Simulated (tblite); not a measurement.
Compound: C2H8O2Si2.
Numbering: `[OH:1][Si@H:2]1[CH2:3][CH2:4][SiH2:5][O:6]1` (hydrogens: H7 on O1; H8 on Si2; H9, H10 on C3; H11, H12 on C4; H13, H14 on Si5)

Computed with GFN2-xTB (tblite), gas phase: Langevin dynamics at 200 K from the optimised GFN2-xTB geometry, time step 0.5 fs, friction 0.01 fs⁻¹, 2000 steps.

Start geometry:
```
atom  x, y, z in Å
O1      2.640   -0.722   -0.230
Si2     1.188   -0.223   -0.748
C3     -0.312   -1.197   -0.089
C4     -1.451   -0.188    0.133
Si5    -0.651    1.492    0.557
O6      0.832    1.238   -0.085
H7      3.004   -0.369    0.578
H8      1.292   -0.076   -2.189
H9     -0.639   -2.009   -0.738
H10    -0.049   -1.657    0.867
H11    -2.155   -0.552    0.882
H12    -2.018   -0.083   -0.795
H13    -1.227    2.627   -0.153
H14    -0.454    1.719    1.987
```

The statistics below take the 31 frames saved every 25 fs from 250 to 1000 fs; their kinetic temperature (all 3N coordinates) averages 186 K.

Problem. How do the bond lengths spread?

Solution. 
```csv
bond,start (Å),mean (Å),standard deviation (Å),shortest (Å),longest (Å)
O1–Si2,1.621,1.627,0.020,1.582,1.679
Si2–C3,1.906,1.903,0.023,1.860,1.939
C3–C4,1.537,1.548,0.025,1.496,1.599
C4–Si5,1.908,1.912,0.021,1.874,1.951
Si5–O6,1.636,1.636,0.028,1.571,1.696
Si2–O6,1.643,1.647,0.033,1.566,1.696
O1–H7,0.954,0.956,0.017,0.934,0.999
Si2–H8,1.452,1.460,0.039,1.379,1.539
C3–H9,1.090,1.092,0.028,1.047,1.162
C3–H10,1.093,1.091,0.023,1.037,1.133
C4–H11,1.090,1.094,0.022,1.057,1.136
C4–H12,1.092,1.097,0.020,1.056,1.141
Si5–H13,1.457,1.463,0.036,1.378,1.536
Si5–H14,1.462,1.466,0.029,1.394,1.516
```

Problem. Give the same statistics for bond angles, one of each kind among heavy atoms.

Solution. 
```
     angle  start (°)  mean (°)  standard deviation (°)  smallest (°)  largest (°)
 O1–Si2–C3      116.0     110.7                     4.6         103.1        121.3
 O1–Si2–O6      109.8     110.4                     3.6          99.6        118.4
 C3–Si2–O6       98.3      99.6                     2.3          93.7        103.5
 Si2–C3–C4      107.3     108.2                     2.4         104.4        114.5
 C3–C4–Si5      107.4     108.5                     2.2         103.7        112.7
 C4–Si5–O6       99.0      99.3                     2.3          94.5        103.7
Si2–O6–Si5      119.5     119.4                     3.2         113.4        125.7
```

Problem. How far does each atom move about its mean position (frames aligned on the start, all atoms weighted alike), and what rms force does it feel?

Solution. 
| atom | rms displacement (Å) | rms force (eV/Å) |
| --- | --- | --- |
| O1 | 0.18 | 1.08 |
| Si2 | 0.08 | 1.31 |
| C3 | 0.09 | 1.51 |
| C4 | 0.09 | 1.28 |
| Si5 | 0.07 | 1.18 |
| O6 | 0.11 | 1.25 |
| H7 | 0.31 | 0.75 |
| H8 | 0.20 | 0.80 |
| H9 | 0.20 | 0.90 |
| H10 | 0.22 | 0.83 |
| H11 | 0.23 | 0.75 |
| H12 | 0.24 | 0.73 |
| H13 | 0.22 | 0.75 |
| H14 | 0.22 | 0.59 |

The displacements run from 0.07 to 0.31 Å, the largest at H7.

Problem. How widely does the potential energy scatter, against a harmonic estimate?

Solution. Mean 0.31 eV above the start, standard deviation 0.073 eV, range 0.17 to 0.44 eV. For 36 classical harmonic modes at 200 K the canonical values are 36kT/2 = 0.31 eV and kT·√(36/2) = 0.073 eV.

The run is classical and short, so these are rough statistics of one trajectory.

What follows is the cost of the whole dynamics run. Time: 19 s of wall time; peak memory 0.18 GiB. Hardware: Arm Neoverse N1, one thread, no GPU, shared host with 64 logical CPUs at a one-minute load of 42.
